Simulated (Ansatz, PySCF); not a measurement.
Gas-phase reaction in SMILES: O=[SiH2] [oxosilane] → O=[SiH2] as doublet, charge -1 (an electron is taken up)
Geometries: B3LYP-D3(BJ)/def2-TZVP minima from Ansatz (a first-principles code). Frequencies are from Ansatz or PySCF. A spin state is the lowest found, not a proven ground state.

Quantity: adiabatic electron affinity (0 K, with B3LYP-D3(BJ) harmonic zero-point energies), positive where the reaction releases energy, in eV. Valence correlation only, unless marked. UHF or UKS for open shells. Spin-orbit coupling is left out. No relativistic terms. Anions need diffuse functions: def2-D sets add few; the other sets have none. CBS(X,Y): correlation extrapolated as X^-3; Hartree-Fock from the larger set.

| level | program | adiabatic electron affinity (eV) |
|---|---|---|
| HF-D4/def2-TZVPD | PySCF + dftd4 | 0.50 |
| TPSS-D3(BJ)/def2-TZVPD | PySCF + dftd3 | 0.89 |
| B3LYP-D4/def2-TZVPD | Ansatz + dftd4 | ___ |
| PBE0-D4/def2-TZVPD | Ansatz + dftd4 | 0.93 |
| PBE0/def2-TZVP | Ansatz | 0.76 |
| PBE0/def2-TZVPD | Ansatz | 0.91 |
| BHLYP-D4/def2-TZVPD | Ansatz + dftd4 | ___ |
| TPSSh-D3(BJ)/def2-TZVPD | PySCF + dftd3 | 0.90 |
| LC-wPBE/def2-TZVPD | Ansatz | ___ |
| SCS-MP2/def2-SVP | Ansatz | -0.11 |
| CCSD/cc-pVTZ | Ansatz | 0.46 |
| CCSD(T)/CBS(def2-TZVPPD,def2-QZVPPD) | Ansatz | 0.78 |

Q: Complete the blanks.

A: 
- B3LYP-D4/def2-TZVPD, adiabatic electron affinity (eV): 0.95
- BHLYP-D4/def2-TZVPD, adiabatic electron affinity (eV): 0.80
- LC-wPBE/def2-TZVPD, adiabatic electron affinity (eV): 0.98
